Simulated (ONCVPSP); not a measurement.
## Scattering properties, ONCV potential for praseodymium

ONCVPSP 4.0.1 input, shortened (lines: element, Z, core and valence counts, functional; n l f; lmax; l rc ep ncon nbas qcut; lloc lpopt rc5 dvloc0; l nproj debl; icmod fcfact rcfact), BLYP, scalar-relativistic:

```
  Pr 59.00   10    4  -106131      upf
    1    0    2.00
    2    0    2.00
    2    1    6.00
    3    0    2.00
    3    1    6.00
    3    2   10.00
    4    0    2.00
    4    1    6.00
    4    2   10.00
    4    3    2.00
    5    0    2.00
    5    1    6.00
    5    2    1.00
    6    0    2.00
    2
    0    2.80    0.00    4    8    4.30
    1    2.35    0.00    4    7    6.60
    2    2.95    0.00    4    9    5.90
    4    3    2.25   -1.00
    0    2    1.30
    1    2    2.10
    2    2    3.20
    3    2.00    1.10
```

The phase is arctan(r·R′/R) of the radial function R(r), unwrapped; energies in Ha, scanned from -3 to 5 Ha. A pole is an energy at which the radial function vanishes at the test radius. The pseudo phase is shifted by a multiple of π to meet the all-electron one at the reference energy, and phase errors are pseudo minus all-electron; the curves can meet again beyond the range given. Levels narrower than the energy grid can be missing from the lists of poles.

Task: For each channel, where are the poles, and over which energies does the pseudopotential scatter like the atom?

Result:

```tsv
channel	radius (bohr)	reference energy (Ha)	poles, all-electron	poles, pseudo	unbroken range about the reference energy with phases within 0.05 rad	phase error 1 Ha above the reference energy (rad)
s	2.84	-0.13	-1.48, 1.68	-1.48, 1.60, 3.53	below 2.2	-0.003
p	2.39	-0.87	-0.46, 4.22	-0.46, 4.13	the whole range	-0.000
d	3.00	-0.10	0.29, 3.02	0.29, 3.02	below 4.5	-0.004
```

Phases in the d channel:

| E (Ha) | all-electron | pseudo |
| --- | --- | --- |
| -2.98 | 1.408 | 1.408 |
| -2.76 | 1.400 | 1.400 |
| -2.54 | 1.391 | 1.391 |
| -2.32 | 1.380 | 1.380 |
| -2.10 | 1.367 | 1.367 |
| -1.88 | 1.352 | 1.352 |
| -1.66 | 1.332 | 1.332 |
| -1.44 | 1.306 | 1.306 |
| -1.22 | 1.270 | 1.270 |
| -1.00 | 1.215 | 1.215 |
| -0.78 | 1.121 | 1.120 |
| -0.56 | 0.910 | 0.910 |
| -0.34 | 0.199 | 0.198 |
| -0.12 | -1.024 | -1.024 |
| 0.10 | -1.425 | -1.425 |
| 0.32 | -1.588 | -1.589 |
| 0.54 | -1.703 | -1.704 |
| 0.76 | -1.829 | -1.831 |
| 0.98 | -2.043 | -2.049 |
| 1.20 | -2.627 | -2.647 |
| 1.42 | -3.783 | -3.801 |
| 1.64 | -4.279 | -4.284 |
| 1.86 | -4.458 | -4.460 |
| 2.08 | -4.548 | -4.549 |
| 2.30 | -4.605 | -4.606 |
| 2.52 | -4.646 | -4.646 |
| 2.74 | -4.678 | -4.678 |
| 2.96 | -4.705 | -4.705 |
| 3.18 | -4.731 | -4.731 |
| 3.40 | -4.758 | -4.758 |
| 3.62 | -4.787 | -4.787 |
| 3.84 | -4.823 | -4.824 |
| 4.06 | -4.872 | -4.876 |
| 4.28 | -4.953 | -4.963 |
| 4.50 | -5.122 | -5.163 |
| 4.72 | -5.679 | -5.930 |
| 4.94 | -6.999 | -7.203 |
